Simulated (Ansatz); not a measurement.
Molecule: C2H10OSi2, net charge 0, singlet state. SMILES: [SiH2](O[SiH2]C)C
Structure (B3LYP-D3(BJ)/def2-TZVP (Ansatz, a quantum-chemistry and plane-wave program) minimum search):
```
O
Si 1 1.6405
Si 1 1.6405 2 147.22
H 3 1.4845 1 109.29 2 60.66
H 2 1.4845 1 109.30 3 -60.48
H 3 1.4846 4 108.28 1 118.97
H 2 1.4846 5 108.28 1 -118.97
C 2 1.8623 5 110.45 7 -121.06
H 8 1.0917 2 110.90 5 -59.90
H 8 1.0917 9 108.20 2 121.85
H 8 1.0927 9 108.10 10 116.84
C 3 1.8623 4 110.45 6 121.07
H 12 1.0917 3 110.92 4 -179.53
H 12 1.0917 13 108.20 3 121.84
H 12 1.0927 13 108.10 14 116.84
```
Charge 0, spin multiplicity 1.

Wanted: atomisation energy (electronic, to ground-state atoms), in eV. Valence correlation only, unless marked. UHF or UKS for open shells. Spin-orbit coupling is left out. Non-relativistic unless marked X2C. The coupled-cluster limit lacks core correlation, which all-electron functionals hold. CBS marks a two-point X^-3 extrapolation of the correlation energy; Hartree-Fock from the larger set.

```
level                                               program  atomisation energy (eV)  minus last row
-------------------------------------------  --------------  -----------------------  --------------
HF/cc-pV(D+d)Z                                       Ansatz                    42.32          -14.60
HF/aug-cc-pV(Q+d)Z                                   Ansatz                    43.61          -13.31
PBE0-D4/def2-TZVPD                           Ansatz + dftd4                    56.30           -0.62
LC-wPBE-D4/def2-TZVPD                        Ansatz + dftd4                    56.60           -0.32
LC-wPBE/def2-TZVPD                                   Ansatz                    56.26           -0.66
RI-MP2/cc-pV(Q+d)Z                                   Ansatz                    56.69           -0.23
RI-MP2/CBS(aug-cc-pV(T+d)Z,aug-cc-pV(Q+d)Z)          Ansatz                    57.27            0.35
RI-MP2/CBS(cc-pV(T+d)Z,cc-pV(Q+d)Z)                  Ansatz                    57.25            0.33
X2C-CCSD(T)/cc-pVTZ-DK                               Ansatz                    55.14           -1.78
CCSD(T)/CBS(cc-pV(T+d)Z,cc-pV(Q+d)Z)                 Ansatz                    56.92            0.00
```
